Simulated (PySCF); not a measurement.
System: SnBr4 (charge -1, doublet). SMILES of the parent species: [Br][Sn]([Br])([Br])[Br]
Coordinates optimised at B3LYP-D3(BJ)/def2-TZVP (Ansatz):
```xyz
5

Br    -0.9684     2.3683    -0.7659
Sn     0.0000     0.0000     0.0000
Br    -1.8450    -1.8887    -0.4028
Br     0.6284     0.0919     2.5942
Br     2.1851    -0.5716    -1.4256
```
Charge -1, spin multiplicity 2.

Dispersion corrections to the total energy (kcal/mol) from the dftd3 and dftd4 libraries through PySCF: D3(BJ) without and D4 with the three-body term, each with the damping fitted for the functional named.

| functional | D3(BJ) | D4 |
|---|---|---|
| HSE06 | -5.61 | -5.46 |
| PBE0 | -5.34 | ? |
| HF | -33.79 | -15.34 |
| BP86 | ? | -9.72 |
| PBE | -5.11 | ? |
| TPSSh | -7.17 | -7.55 |
| BHLYP | -10.52 | -10.96 |

**Question.** What belongs in the gaps?

**Answer.** 
- PBE0, D4: -5.60
- BP86, D3(BJ): -11.92
- PBE, D4: -6.22
